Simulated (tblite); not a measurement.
Species: C8H10NO (charge -1).
Structure used (GFN2-xTB), in Å, numbered top down from 1:
```xyz
20
C8H10NO angstrom
C     -2.007    0.815   -0.734
C     -1.067   -0.415   -0.517
C     -1.701   -1.233    0.654
O     -0.815   -1.123   -1.621
C      0.352    0.019   -0.191
C      0.953    1.136   -0.798
C      2.307    1.347   -0.685
N      3.144    0.562   -0.009
C      2.586   -0.506    0.560
C      1.246   -0.811    0.510
H     -1.723    1.346   -1.639
H     -3.030    0.466   -0.865
H     -1.965    1.495    0.118
H     -1.645   -0.678    1.592
H     -1.191   -2.186    0.762
H     -2.745   -1.442    0.424
H      0.360    1.839   -1.365
H      2.770    2.218   -1.144
H      3.276   -1.139    1.115
H      0.891   -1.700    1.011
```

Structure optimised with GFN2-xTB, isolated species.

Masses are those of the commonest isotopes; rigid-rotor values at the optimised geometry. The values belong to one conformer with, in the numbering `[CH3:1][C:2]([CH3:3])([O-:4])[c:5]1[cH:6][cH:7][n:8][cH:9][cH:10]1`, C1–C2–C5–C6 -38°.

(1) Give the principal moments of inertia and the rotational constants in MHz.

(2) Classify the top.

(3) Is it planar, by Δ = Ic − Ia − Ib?

(4) Estimate the classical rotational partition function at 50 K, 100 K and 298.15 K.

## Answers

(1) Ia = 181.03, Ib = 511.96, Ic = 599.78 u·Å²; 505379 MHz·u·Å²/I gives A = 2792, B = 987.1, C = 842.6 MHz.

(2) An asymmetric top; Ray's κ = -0.852.

(3) Not planar: Δ = Ic − Ia − Ib = -93.22 u·Å². For a rigid frame Δ = −2 Σ m c², so Σ m c² = 46.61 u·Å² lies off the ab plane: 5.91 from hydrogen and 40.70 from heavier atoms. The atom farthest from that plane is 1.64 Å away.

(4) Point group Cs, symmetry number σ = 1; q = (√π/σ)·√((kT/h)³/(ABC)), k/h = 20836.6 MHz/K: 39100 at 50 K, 111000 at 100 K, 570000 at 298.15 K.

Its GFN2-xTB frequencies are all real (lowest 54 cm⁻¹). No vibrational averaging or centrifugal distortion is included, and the geometry carries the error of its method.

All values are computed, not measured.
